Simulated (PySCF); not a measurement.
# Br⁺: ionisation energy

Br⁺ [Ar] 3d10 4s2 4p4 (3P) → Br²⁺ [Ar] 3d10 4s2 4p3 (4S), as a difference of total energies. Computed with PySCF 2.14 in 6-31G* (5s4p3d, 32 functions), with no relativity, point nucleus. Correlated levels: valence: [Ar] 3d10 frozen. The calculations carry no spin-orbit coupling.

| method | ionisation energy (eV) |
| --- | --- |
| UHF | 20.207 |
| BP86 | 21.596 |
| B3LYP | 21.594 |
| MP2 (valence) | 20.565 |
| SCS-MP2 (valence) | 20.578 |
| CCSD (valence) | 20.578 |
| CCSD(T) (valence) | 20.587 |

Q: How much does correlation contribute at CCSD(T) (valence)?

A: 20.587 − (20.207) = 0.380 eV, measured against UHF.

These non-relativistic numbers lack the scalar-relativistic shift.

Errors of the correlated levels include the incompleteness of this basis and the frozen core.

For comparison: 21.409 eV (measured; NIST levels, between the centres of gravity of the two terms).
